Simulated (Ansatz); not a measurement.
A nudged elastic band was laid between two geometries of BCl2HO + H2 (7 atoms, charge 0, multiplicity 1).

Computed with RKS PBE0-D4/6-31G* in Ansatz.

```
movable images  : 7
climbing image  : yes
spring          : 5.0 eV/Å²
optimiser       : quadratic models (default)
start path      : through a guess of the saddle point
force threshold : 0.05 eV/Å
iteration limit : 59
end points      : relaxed
```

Initial state:

```xyz
7
Properties=species:S:1:pos:R:3
B 0.144 -0.675 0.019
Cl 0.018 -1.236 1.689
Cl 1.689 -0.698 -0.799
O -0.928 -0.222 -0.651
H -1.734 -0.245 -0.118
H -0.095 2.340 0.548
H 0.166 2.495 1.227
```

Final state:

```xyz
7
Properties=species:S:1:pos:R:3
B 0.571 0.463 -0.598
Cl -1.244 0.632 3.133
Cl 0.978 -0.159 -2.194
O -0.432 -0.089 0.121
H -0.876 -0.827 -0.321
H 1.176 1.375 -0.136
H -0.913 0.364 1.909
```

(1) Which bonds break or form, and what moves?

(2) Give the energies along the band, and the barrier.

(3) What is the geometry of the highest image?

The band took 18 iterations and about 6 core-minutes.

Results:

(1) Bonds broken: B1–Cl2, H6–H7. Bonds formed: B1–H6, Cl2–H7. BCl2HO + H2 becomes BClH2O + ClH.

(2) It converged. The highest image is number 3 of 0 to 8, 1.93 eV above the first end and 1.41 eV above the last; the last end lies 0.51 eV above the first. Neighbouring images differ by up to 1.5 eV, so the band resolves the path poorly. A vibrational analysis at the climbing image gives one clearly imaginary mode, 950i cm⁻¹: a first-order saddle point. The orbitals stay closed-shell, which can raise the energy where a bond breaks towards radicals; this wasn't checked here.

```csv
image,path coordinate (Å),energy (eV),B1–Cl2 (Å),H6–H7 (Å),B1–H6 (Å)
0,0.00,0.00,1.77,0.74,3.07
1,1.12,0.25,1.77,0.74,2.52
2,2.24,0.38,1.77,0.75,2.23
3,3.35,1.93,2.16,1.00,1.31
4,4.26,0.80,2.98,1.79,1.20
5,5.16,0.66,3.40,2.56,1.19
6,6.06,0.58,3.62,2.87,1.19
7,6.96,0.53,3.95,3.00,1.19
8,7.86,0.51,4.15,3.09,1.19
```

(3) 
```xyz
7
Properties=species:S:1:pos:R:3
B 0.004 0.274 0.066
Cl 0.142 -0.184 2.170
Cl 1.423 -0.420 -0.740
O -1.275 0.147 -0.360
H -1.443 -0.714 -0.765
H 0.215 1.543 0.322
H 0.194 1.112 1.222
```

The run took 6.4 min on 1 thread of Arm Neoverse V2 (shared host), peak memory 0.14 GiB.
